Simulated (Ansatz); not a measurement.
Two isomers of CH4GeOS: A = `O[CH]1[S][GeH2]1`, B = `C[O][Ge][SH]`.

Computed with Ansatz on PBE0-D4/def2-TZVP structures; ΔE is electronic, products minus reactants. CBS: MP2 limit from def2 TZ/QZ plus the TZ coupled-cluster correction, frozen cores. Functionals use def2-TZVPP. B3LYP here is the variant with VWN-RPA as its local correlation; programs differ in this. For Ge outer-core shells are correlated without core-valence functions, which leaves a few kJ/mol of doubt a bond. Scalar relativity is left out up to krypton. Each species was taken in one conformer, which may not be the lowest.

**Question.** Which is lower in electronic energy at CCSD(T)/CBS, and by how much? (Best estimate.)

**Answer.** The calculation gave: B, by 40.6 kcal/mol.

**Question.** Give E(B) − E(A) in kcal/mol with B2PLYP, B3LYP-D4, CCSD/def2-TZVPP, PBE-D4, ωB97M-V, CCSD(T)/def2-TZVPP, MP2/def2-TZVPP. (Estimate.)

**Answer.** Ansatz gave: B2PLYP -44.6, B3LYP-D4 -47.9, CCSD/def2-TZVPP -40.8, PBE-D4 -41.2, ωB97M-V -43.2, CCSD(T)/def2-TZVPP -39.8, MP2/def2-TZVPP -37.6. None reverses the order clearly.

Largest T1 diagnostic: 0.015.

From PBE to PBE0 (25 % exact exchange), in def2-TZVPP and without D4, E(B) − E(A) moves by +1.9 kcal/mol. In def2-TZVPP, CCSD(T) changes the Hartree–Fock value by +7.9 kcal/mol (the triples alone add +1.0 kcal/mol) and MP2 by +10.0 kcal/mol.
